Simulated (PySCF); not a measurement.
BBr$_{3}$, charge -1, doublet, at a GFN2-xTB geometry (a state made from the parent by changing its charge; the spin is typed, not shown lowest), with bond 3-1 at 2.0 times its length; DF-TPSS/cc-pVDZ in PySCF.

PySCF was given this input:
```python
from pyscf import gto, scf, dft

mol = gto.M(
    atom='''
B     0.02149908   -0.02457271   -0.04758981
Br   -1.60547699   -1.16290569   -0.12149488
Br    0.00960370    3.56237469   -1.75841627
Br    1.58685430   -0.60248491    1.03129646
''',
    basis='cc-pvdz',
    charge=-1,
    spin=1,
    verbose=4,
)

mf = dft.UKS(mol)
mf.xc = 'tpss'
mf = mf.density_fit(auxbasis='def2-universal-jkfit')
mf.kernel()
mf.analyze()
```

Output, abridged:

```
PySCF version 2.14.0

[INPUT] verbose = 4
[INPUT] num. atoms = 4
[INPUT] num. electrons = 111
[INPUT] charge = -1
[INPUT] spin (= nelec alpha-beta = 2S) = 1
[INPUT] symmetry False subgroup None
[INPUT] Mole.unit = angstrom
[INPUT] Symbol           X                Y                Z      unit          X                Y                Z       unit  Magmom
[...]
nuclear repulsion = 551.660988428636
number of shells = 23
number of NR pGTOs = 257
number of NR cGTOs = 95
basis = cc-pvdz
ecp = {}

******** <class 'pyscf.df.df_jk.DFUKS'> ********
method = DFUKS
initial guess = minao
damping factor = 0
level_shift factor = 0
DIIS = <class 'pyscf.scf.diis.CDIIS'>
diis_start_cycle = 1
diis_space = 8
diis_damp = 0
SCF conv_tol = 1e-09
SCF conv_tol_grad = None
SCF max_cycles = 50
direct_scf = False
number electrons alpha = 56  beta = 55
XC library pyscf.dft.libxc version 7.1.2
    S. Lehtola, C. Steigemann, M. J. T. Oliveira, and M. A. L. Marques,  SoftwareX 7, 1–5 (2018)
XC functionals = tpss
    J. Tao, J. P. Perdew, V. N. Staroverov, and G. E. Scuseria,  Phys. Rev. Lett. 91, 146401 (2003)
    J. P. Perdew, J. Tao, V. N. Staroverov, and G. E. Scuseria,  J. Chem. Phys. 120, 6898 (2004)
    J. Tao, J. P. Perdew, V. N. Staroverov, and G. E. Scuseria,  Phys. Rev. Lett. 91, 146401 (2003)
    J. P. Perdew, J. Tao, V. N. Staroverov, and G. E. Scuseria,  J. Chem. Phys. 120, 6898 (2004)
radial grids:
    Treutler-Ahlrichs [JCP 102, 346 (1995); DOI:10.1063/1.469408] (M4) radial grids

becke partition: Becke, JCP 88, 2547 (1988); DOI:10.1063/1.454033
pruning grids: <function nwchem_prune>
grids dens level: 3
symmetrized grids: False
atomic radii adjust function: <function treutler_atomic_radii_adjust>
small_rho_cutoff = 0
Set gradient conv threshold to 3.16228e-05
tot grids = 75320
init E= -7743.95825303504

cycle= 1 E= -7746.97290422204  delta_E= -3.01  |g|= 0.263  |ddm|= 1.28

cycle= 2 E= -7741.3304565901  delta_E= 5.64  |g|= 1.81  |ddm|= 4.44
cycle= 3 E= -7746.99709521131  delta_E= -5.67  |g|= 0.226  |ddm|= 4.29
cycle= 4 E= -7747.0370868354  delta_E= -0.04  |g|= 0.0388  |ddm|= 0.494
cycle= 5 E= -7747.03706651684  delta_E= 2.03e-05  |g|= 0.0415  |ddm|= 0.168
cycle= 6 E= -7747.03857477127  delta_E= -0.00151  |g|= 0.00925  |ddm|= 0.0547
cycle= 7 E= -7747.0386346408  delta_E= -5.99e-05  |g|= 0.00705  |ddm|= 0.0529
cycle= 8 E= -7747.03869474864  delta_E= -6.01e-05  |g|= 0.00215  |ddm|= 0.0161
cycle= 9 E= -7747.03870217355  delta_E= -7.42e-06  |g|= 0.000436  |ddm|= 0.00734
cycle= 10 E= -7747.03870347329  delta_E= -1.3e-06  |g|= 0.000286  |ddm|= 0.00404
cycle= 11 E= -7747.03870409408  delta_E= -6.21e-07  |g|= 0.000239  |ddm|= 0.00344
cycle= 12 E= -7747.03870432624  delta_E= -2.32e-07  |g|= 0.000222  |ddm|= 0.00317
cycle= 13 E= -7747.03870440743  delta_E= -8.12e-08  |g|= 3.77e-05  |ddm|= 0.00109
cycle= 14 E= -7747.03870440955  delta_E= -2.12e-09  |g|= 1.03e-05  |ddm|= 0.000163
cycle= 15 E= -7747.0387044096  delta_E= -5.09e-11  |g|= 6.03e-06  |ddm|= 2.86e-05
Extra cycle  E= -7747.0387044085  delta_E= 1.1e-09  |g|= 3e-05  |ddm|= 0.0001
converged SCF energy = -7747.0387044085  <S^2> = 0.75720864  2S+1 = 2.0071957
**** SCF Summaries ****
Total Energy =                       -7747.038704408502781
Nuclear Repulsion Energy =             551.660988428636074
One-electron Energy =               -11898.135424519596199
Two-electron Energy =                 3599.435731682457117
Two-electron Coulomb Energy =         3877.239516910619386
DFT Exchange-Correlation Energy =     -277.803785228162440
**** MO energy ****
                             alpha | beta                alpha | beta
[...]
To work with the spin densities directly, `use mulliken_meta_spin()` only printing them here.

 ** Mulliken spin pop alpha/beta on meta-lowdin orthogonal AOs **
 ** Mulliken Spin Density (per AO)  **
spin_pop of  0 B 1s        0.00007
spin_pop of  0 B 2s        0.30319
spin_pop of  0 B 3s        0.00151
spin_pop of  0 B 2px       0.01113
spin_pop of  0 B 2py       0.21190
spin_pop of  0 B 2pz       0.12175
spin_pop of  0 B 3px       0.00019
spin_pop of  0 B 3py      -0.00027
spin_pop of  0 B 3pz      -0.00008
spin_pop of  0 B 3dxy     -0.00041
spin_pop of  0 B 3dyz      0.00011
spin_pop of  0 B 3dz^2    -0.00021
spin_pop of  0 B 3dxz     -0.00016
spin_pop of  0 B 3dx2-y2   -0.00044
spin_pop of  1 Br 1s        0.00000
spin_pop of  1 Br 2s        0.00000
spin_pop of  1 Br 3s       -0.00001
spin_pop of  1 Br 4s        0.00094
spin_pop of  1 Br 5s        0.00032
spin_pop of  1 Br 2px       0.00000
spin_pop of  1 Br 2py       0.00000
spin_pop of  1 Br 2pz       0.00000
spin_pop of  1 Br 3px       0.00000
spin_pop of  1 Br 3py       0.00001
spin_pop of  1 Br 3pz      -0.00000
spin_pop of  1 Br 4px       0.00814
spin_pop of  1 Br 4py       0.04681
spin_pop of  1 Br 4pz      -0.00044
spin_pop of  1 Br 5px      -0.00000
spin_pop of  1 Br 5py       0.00037
spin_pop of  1 Br 5pz       0.00018
spin_pop of  1 Br 3dxy     -0.00000
spin_pop of  1 Br 3dyz     -0.00000
spin_pop of  1 Br 3dz^2    -0.00000
spin_pop of  1 Br 3dxz     -0.00000
spin_pop of  1 Br 3dx2-y2   -0.00000
spin_pop of  1 Br 4dxy     -0.00004
spin_pop of  1 Br 4dyz      0.00009
spin_pop of  1 Br 4dz^2    -0.00004
spin_pop of  1 Br 4dxz      0.00021
spin_pop of  1 Br 4dx2-y2    0.00022
spin_pop of  2 Br 1s        0.00000
spin_pop of  2 Br 2s        0.00000
spin_pop of  2 Br 3s        0.00000
spin_pop of  2 Br 4s        0.00030
spin_pop of  2 Br 5s       -0.00001
spin_pop of  2 Br 2px       0.00000
spin_pop of  2 Br 2py       0.00000
spin_pop of  2 Br 2pz       0.00000
spin_pop of  2 Br 3px      -0.00000
spin_pop of  2 Br 3py       0.00004
spin_pop of  2 Br 3pz       0.00001
spin_pop of  2 Br 4px      -0.00050
spin_pop of  2 Br 4py       0.19888
spin_pop of  2 Br 4pz       0.03976
spin_pop of  2 Br 5px      -0.00009
spin_pop of  2 Br 5py      -0.00017
spin_pop of  2 Br 5pz      -0.00010
spin_pop of  2 Br 3dxy     -0.00001
spin_pop of  2 Br 3dyz     -0.00001
spin_pop of  2 Br 3dz^2    -0.00000
spin_pop of  2 Br 3dxz     -0.00000
spin_pop of  2 Br 3dx2-y2   -0.00001
spin_pop of  2 Br 4dxy      0.00000
spin_pop of  2 Br 4dyz      0.00004
spin_pop of  2 Br 4dz^2     0.00001
spin_pop of  2 Br 4dxz      0.00000
spin_pop of  2 Br 4dx2-y2    0.00005
spin_pop of  3 Br 1s        0.00000
spin_pop of  3 Br 2s        0.00000
spin_pop of  3 Br 3s       -0.00001
spin_pop of  3 Br 4s        0.00094
spin_pop of  3 Br 5s        0.00032
spin_pop of  3 Br 2px       0.00000
spin_pop of  3 Br 2py       0.00000
spin_pop of  3 Br 2pz       0.00000
spin_pop of  3 Br 3px       0.00000
spin_pop of  3 Br 3py       0.00001
spin_pop of  3 Br 3pz       0.00000
spin_pop of  3 Br 4px       0.00282
spin_pop of  3 Br 4py       0.03088
spin_pop of  3 Br 4pz       0.02082
spin_pop of  3 Br 5px      -0.00003
spin_pop of  3 Br 5py       0.00036
spin_pop of  3 Br 5pz       0.00021
spin_pop of  3 Br 3dxy     -0.00000
spin_pop of  3 Br 3dyz     -0.00000
spin_pop of  3 Br 3dz^2    -0.00000
spin_pop of  3 Br 3dxz     -0.00000
spin_pop of  3 Br 3dx2-y2   -0.00000
spin_pop of  3 Br 4dxy      0.00008
spin_pop of  3 Br 4dyz      0.00015
spin_pop of  3 Br 4dz^2     0.00012
spin_pop of  3 Br 4dxz     -0.00006
spin_pop of  3 Br 4dx2-y2    0.00016
 ** Mulliken Spin Density (per atom)  **
spin density of  0 B =      0.64827
spin density of  1 Br =      0.05677
spin density of  2 Br =      0.23820
spin density of  3 Br =      0.05677
 ** Mulliken pop alpha/beta on meta-lowdin orthogonal AOs **
 ** Mulliken pop       alpha | beta **
In total            56.00000 | 55.00000
 ** Mulliken atomic charges   ( Nelec_alpha | Nelec_beta ) **
charge of  0B =     -0.06280  (     2.85553      2.20726 )
charge of  1Br =     -0.09977  (    17.57827     17.52150 )
charge of  2Br =     -0.73767  (    17.98793     17.74974 )
charge of  3Br =     -0.09977  (    17.57827     17.52150 )

WARN: System has nonzero charge -1; the dipole moment is origin-dependent.
Location of origin: [0. 0. 0.]

Dipole moment(X, Y, Z, Debye): -0.05046, -11.70247,  5.82899
```
